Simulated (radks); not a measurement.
Values are calculated unless marked as measured or tabulated.
Problem. The mean radii <r> (bohr) of the occupied orbitals of an atom or ion are listed with their occupations. Code: a radial shooting solver on a logarithmic mesh with Libxc functionals. Model: scalar-relativistic Kohn-Sham, LDA (Slater exchange, Perdew-Wang correlation), spin-polarised, spherical densities, point nucleus.

orbital  occ.      <r>
1s up       1  0.01687
1s down     1  0.01687
2s up       1  0.07115
2s down     1  0.07115
2p up       3  0.06426
2p down     3  0.06426
3s up       1   0.1840
3s down     1   0.1840
3p up       3   0.1852
3p down     3   0.1852
3d up       5   0.1677
3d down     5   0.1677
4s up       1   0.4073
4s down     1   0.4073
4p up       3   0.4339
4p down     3   0.4339
4d up       5   0.4587
4d down     5   0.4586
5s up       1   0.9251
5s down     1   0.9244
4f up       7   0.4988
4f down     7   0.4984
5p up       3    1.068
5p down     3    1.067
5d up       5    1.496
5d down     4    1.500

Name the element and its charge. Open shells, if any, are filled with parallel spins first.

Solution. Z = 79, gold, charge +2: Au2+ in [Xe] 4f14 5d9. The 1s radius gives Z: for a bare nucleus <r> = (2 gamma + 1)/(2Z) with gamma = sqrt(1 - (Z/c)^2), 0.01667 bohr for Z = 79, and screening makes it slightly larger (0.01687 here). The occupations add up to 77, and the charge is Z minus that.
